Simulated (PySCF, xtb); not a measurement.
Al(F)2(NH2) (AlF₂H₂N), SMILES [NH2][Al]([F])[F]. One conformer was computed; it need not be the lowest.

Harmonic wavenumbers (cm⁻¹) from GFN2-xTB (xtb) at its own minimum, in rising order: 154, 192, 254, 282, 287, 564, 629, 858, 892, 1439, 3462, 3489.

**Question.** What does PBE0-D3(BJ)/def2-SVP run with PySCF 2.14.0 give at its own minimum? (The exact figures need the calculation; the answer reports its results.)

**Answer.** 200, 247, 287, 360, 399, 666, 695, 952, 969, 1522, 3632, 3727. Paired by order, the mean absolute difference is 96 cm⁻¹ and the zero-point energies are 17.9 and 19.5 kcal/mol.
